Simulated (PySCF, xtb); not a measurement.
C2H6BNO, SMILES OB(N)C=C.

xtb with GFN2-xTB at its own geometry gives an orbital gap of 4.71 eV and a dipole moment of 2.77 D.

Geometry: r2SCAN-D4/def2-SVP. This is a generated structure with no PubChem entry under its InChIKey; it may be hypothetical. One conformer was computed; it need not be the lowest.

**Question.** What does PBE/def2-TZVP (PySCF) give? (Estimate from the structure and the level; the computed values follow.)

**Answer.** gap 4.87 eV (levels -6.17 and -1.29 eV), dipole 2.52 D.
